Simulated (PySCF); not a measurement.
C4H8OS, SMILES C[C@H]1O[C@H](C)S1. Atoms are numbered in the order given.

```xyz
14

C      2.3199    -0.1780    -0.4030
C      0.9762     0.4910    -0.2416
O      0.0000     0.0000    -1.1544
C     -0.9762    -0.4910    -0.2416
C     -2.3199     0.1780    -0.4030
S      0.0000     0.0000     1.2683
H      3.0303     0.1972     0.3506
H      2.2246    -1.2678    -0.2916
H      2.7250     0.0461    -1.4041
H      1.0691     1.5893    -0.3164
H     -1.0691    -1.5893    -0.3164
H     -2.2246     1.2678    -0.2916
H     -3.0303    -0.1972     0.3506
H     -2.7250    -0.0461    -1.4041
```

The structure is a stationary point at B3LYP-D3(BJ)/def2-SVP. The structure was generated by enumeration; whether it is a known compound was not checked.

Calculation: M06-2X/def2-TZVP run with PySCF.

Symmetry labels are those of the subgroup C2 that the program uses (full group C2).

Computed valence orbital energies around the gap with their symmetry:
| orbital | symmetry | energy (eV) |
|---|---|---|
| HOMO−7 | B | -13.01 |
| HOMO−6 | A | -12.97 |
| HOMO−5 | B | -12.12 |
| HOMO−4 | A | -12.04 |
| HOMO−3 | B | -10.37 |
| HOMO−2 | A | -9.61 |
| HOMO−1 | B | -9.59 |
| HOMO | B | -7.79 |
| LUMO | B | 0.52 |
| LUMO+1 | A | 1.91 |
| LUMO+2 | A | 2.09 |
| LUMO+3 | B | 2.63 |
